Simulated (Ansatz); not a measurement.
Isolated molecules relaxed with PBE0-D4/def2-TZVP in Ansatz; ΔE leaves out vibrations. CBS: MP2 limit from def2 TZ/QZ plus the TZ coupled-cluster correction, frozen cores. DFT in def2-TZVPP. B3LYP here is the variant with VWN-RPA as its local correlation; programs differ in this. Elements past krypton have def2 core potentials. For Se, Sn outer-core shells are correlated without core-valence functions, which leaves a few kJ/mol of doubt a bond. Scalar relativity is left out up to krypton. One conformer a species, not always the lowest.

`[OH][Sn]([F])([F])[SiH3]` + `COC[SeH]` → `C[O][Sn]([OH])([F])[F]` + `[SiH3]C[SeH]`  (redistribution)

`[OH][Sn]([F])([F])[SiH3]`:

```xyz
9

O     1.990   -0.740    0.853
Sn    0.099   -0.712    0.423
F    -0.817   -0.956    2.086
F    -0.262   -2.382   -0.442
Si   -0.712    1.319   -0.899
H     2.257   -1.519    1.349
H    -2.163    1.132   -1.122
H     0.042    1.341   -2.173
H    -0.433    2.517   -0.075
```

`COC[SeH]`:

Cartesian coordinates in Å:
```
C 0.522 0.561 -1.097
O -0.775 0.522 -0.556
C -0.830 0.053 0.740
Se -0.474 -1.883 0.968
H 0.939 -0.449 -1.192
H 0.444 1.011 -2.085
H 1.192 1.169 -0.474
H -0.137 0.577 1.406
H -1.851 0.185 1.093
H 0.970 -1.746 1.197
```

`C[O][Sn]([OH])([F])[F]`:

```xyz
10

C     0.727   -1.563   -0.407
O     0.592   -0.744    0.746
Sn   -0.459    0.862    0.692
O     0.045    2.017   -0.771
F    -2.321    0.507    0.532
F    -0.248    1.714    2.366
H     1.439   -2.350   -0.152
H    -0.222   -2.032   -0.685
H     1.117   -1.008   -1.266
H    -0.670    2.595   -1.055
```

`[SiH3]C[SeH]`:

Z-matrix (Å, degrees):
```
Si
C 1 1.874
H 1 1.490 2 110.5
H 1 1.484 2 109.8 3 120.7
H 1 1.487 2 109.2 3 -119.4
Se 2 1.957 1 111.3 3 177.7
H 2 1.090 1 112.8 3 54.0
H 2 1.092 1 110.1 3 -66.6
H 6 1.470 2 95.5 1 -48.6
```

(1) Is it downhill or uphill in electronic energy at CCSD(T)/CBS, and by how much? (Best estimate.)

(2) What do these levels give: ωB97M-V, B3LYP, CCSD/def2-TZVPP, HF/def2-QZVPP, MP2/def2-QZVPP, CCSD/CBS(def2)? (An estimate is asked.)

Largest T1 diagnostic among the species: 0.015.

Results:

(1) Computed: Downhill: ΔE = -8.2 kcal/mol.

(2) Ansatz gave: ωB97M-V -6.0, B3LYP -3.3, CCSD/def2-TZVPP -7.7, HF/def2-QZVPP -8.7, MP2/def2-QZVPP -9.7, CCSD/CBS(def2) -8.1 kcal/mol.

From PBE to PBE0 (25 % exact exchange), in def2-TZVPP and without D4, ΔE moves by −1.4 kcal/mol.
